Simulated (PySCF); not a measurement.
Compound: N-methylaniline, C₇H₉N.
Atom-mapped SMILES: `[CH3:1][NH:2][c:3]1[cH:4][cH:5][cH:6][cH:7][cH:8]1` (hydrogens: H9, H10, H11 on C1; H12 on N2; H13 on C4; H14 on C5; H15 on C6; H16 on C7; H17 on C8)

The same species was optimised twice, with GFN2-xTB and with PBE0-D3(BJ)/def2-SVP (PySCF), and the same property calculations (PySCF, gas phase) were run on both structures.

```json
{"coordinate": "C3–C4 (Å)", "GFN2-xTB": "1.396", "PBE0-D3(BJ)/def2-SVP": "1.407", "change": "+0.011"}
{"coordinate": "C4–C5 (Å)", "GFN2-xTB": "1.382", "PBE0-D3(BJ)/def2-SVP": "1.393", "change": "+0.011"}
{"coordinate": "C6–C7 (Å)", "GFN2-xTB": "1.386", "PBE0-D3(BJ)/def2-SVP": "1.397", "change": "+0.011"}
{"coordinate": "C3–C8 (Å)", "GFN2-xTB": "1.399", "PBE0-D3(BJ)/def2-SVP": "1.410", "change": "+0.011"}
{"coordinate": "C1–N2 (Å)", "GFN2-xTB": "1.441", "PBE0-D3(BJ)/def2-SVP": "1.432", "change": "-0.009"}
{"coordinate": "C7–C8 (Å)", "GFN2-xTB": "1.379", "PBE0-D3(BJ)/def2-SVP": "1.387", "change": "+0.008"}
{"coordinate": "C5–C6 (Å)", "GFN2-xTB": "1.384", "PBE0-D3(BJ)/def2-SVP": "1.392", "change": "+0.008"}
{"coordinate": "N2–C3 (Å)", "GFN2-xTB": "1.378", "PBE0-D3(BJ)/def2-SVP": "1.374", "change": "-0.004"}
{"coordinate": "N2–C3–C8 (°)", "GFN2-xTB": "119.1", "PBE0-D3(BJ)/def2-SVP": "119.9", "change": "+0.8"}
{"coordinate": "C1–N2–C3 (°)", "GFN2-xTB": "122.3", "PBE0-D3(BJ)/def2-SVP": "123.0", "change": "+0.7"}
{"coordinate": "N2–C3–C4 (°)", "GFN2-xTB": "122.6", "PBE0-D3(BJ)/def2-SVP": "122.0", "change": "-0.6"}
{"coordinate": "C5–C6–C7 (°)", "GFN2-xTB": "119.2", "PBE0-D3(BJ)/def2-SVP": "118.7", "change": "-0.5"}
{"coordinate": "C6–C7–C8 (°)", "GFN2-xTB": "120.4", "PBE0-D3(BJ)/def2-SVP": "120.8", "change": "+0.4"}
{"coordinate": "C4–C3–C8 (°)", "GFN2-xTB": "118.3", "PBE0-D3(BJ)/def2-SVP": "118.0", "change": "-0.3"}
{"coordinate": "C4–C5–C6 (°)", "GFN2-xTB": "120.9", "PBE0-D3(BJ)/def2-SVP": "121.2", "change": "+0.3"}
{"coordinate": "C3–C4–C5 (°)", "GFN2-xTB": "120.3", "PBE0-D3(BJ)/def2-SVP": "120.4", "change": "+0.1"}
{"coordinate": "C1–N2–C3–C4 (°)", "GFN2-xTB": "-17", "PBE0-D3(BJ)/def2-SVP": "-9", "change": "+8"}
```

Rotational constants: A = 5052, B = 1533, C = 1188 MHz (GFN2-xTB) against A = 4997, B = 1521, C = 1176 MHz (PBE0-D3(BJ)/def2-SVP).

On the GFN2-xTB structure: HOMO (eV) -5.67 [PBE0/pcSseg-1]; LUMO (eV) 0.08 [PBE0/pcSseg-1]; dipole (D) 1.96 [PBE0/pcSseg-1]; GIAO shielding of C1 (ppm) 155.0 [PBE0/pcSseg-1]; GIAO shielding of N2 (ppm) 191.1 [PBE0/pcSseg-1]; GIAO shielding of C3 (ppm) 33.3 [PBE0/pcSseg-1]; GIAO shielding of C4/C8 (mean) (ppm) 71.8 [PBE0/pcSseg-1]; GIAO shielding of C5/C7 (mean) (ppm) 52.0 [PBE0/pcSseg-1]; GIAO shielding of C6 (ppm) 65.4 [PBE0/pcSseg-1].

Problem. What do these properties become on the PBE0-D3(BJ)/def2-SVP structure?

Solution. 
```
                                    property          level  on GFN2-xTB  on PBE0-D3(BJ)/def2-SVP  change
                                   HOMO (eV)  PBE0/pcSseg-1        -5.67                    -5.63   +0.04
                                   LUMO (eV)  PBE0/pcSseg-1         0.08                     0.05   -0.03
                                  dipole (D)  PBE0/pcSseg-1         1.96                     2.07   +0.11
energy, GFN2-xTB geometry as zero (kcal/mol)  PBE0/pcSseg-1          0.0                     -0.2    -0.2
                  GIAO shielding of C1 (ppm)  PBE0/pcSseg-1        155.0                    154.3    -0.7
                  GIAO shielding of N2 (ppm)  PBE0/pcSseg-1        191.1                    192.4    +1.3
                  GIAO shielding of C3 (ppm)  PBE0/pcSseg-1         33.3                     32.4    -0.9
        GIAO shielding of C4/C8 (mean) (ppm)  PBE0/pcSseg-1         71.8                     70.3    -1.5
        GIAO shielding of C5/C7 (mean) (ppm)  PBE0/pcSseg-1         52.0                     49.4    -2.6
                  GIAO shielding of C6 (ppm)  PBE0/pcSseg-1         65.4                     63.6    -1.8
```

The heavy atoms differ by 0.030 Å rms after alignment. Among bonds between heavy atoms C3–C4, C3–C8, C4–C5 and C6–C7 change most and about equally (+0.011 Å). Changes are differences of the printed values. Neither structure is proved a minimum here.

Shape of the structure used: `[CH3:1][NH:2][c:3]1[cH:4][cH:5][cH:6][cH:7][cH:8]1`: C1–N2–C3–C4 -9°.
